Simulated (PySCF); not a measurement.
Input for PySCF: U-HF/LANL2DZ on H2IIn (SMILES [InH2][I]), a point of a bond scan (R = 2.314 Å).

```python
from pyscf import gto, scf, dft, mp
from pyscf.data.elements import chemcore

mol = gto.M(
    atom='''
    In   -0.72638877   -1.13552285    0.19955666
    H     0.16025296   -2.53760141    1.81266432
    H    -2.11914691   -1.24747254   -0.79314453
    I     0.71286441    1.11438097   -0.19584118
    ''',
    basis='lanl2dz',
    ecp={'I': 'lanl2dz', 'In': 'lanl2dz'},
    charge=0, spin=0, verbose=3, max_memory=1800)
mf = scf.UHF(mol)
mf.conv_tol = 1e-8
mf.max_cycle = 100
mf.init_guess_breaksym = True
mf.kernel()
if not mf.converged:
    mf = mf.newton().run(mf.mo_coeff, mf.mo_occ)
for _ in range(4):
    mo, _, stable, _ = mf.stability(return_status=True)
    if stable:
        break
    mf.kernel(mf.make_rdm1(mo, mf.mo_occ))
```

The log:

```
converged SCF energy = -14.0858692732907  <S^2> = 1.9817925e-10  2S+1 = 1
<class 'pyscf.scf.uhf.UHF'> wavefunction has an internal instability
converged SCF energy = -14.0864432641278  <S^2> = 0.14517645  2S+1 = 1.2572612
<class 'pyscf.scf.uhf.UHF'> wavefunction is stable in the internal stability analysis
```

The run converged. Its determinant has ⟨S²⟩ = 0.15, a mixture of spin states.

Cost: very roughly 0.5 core-seconds.
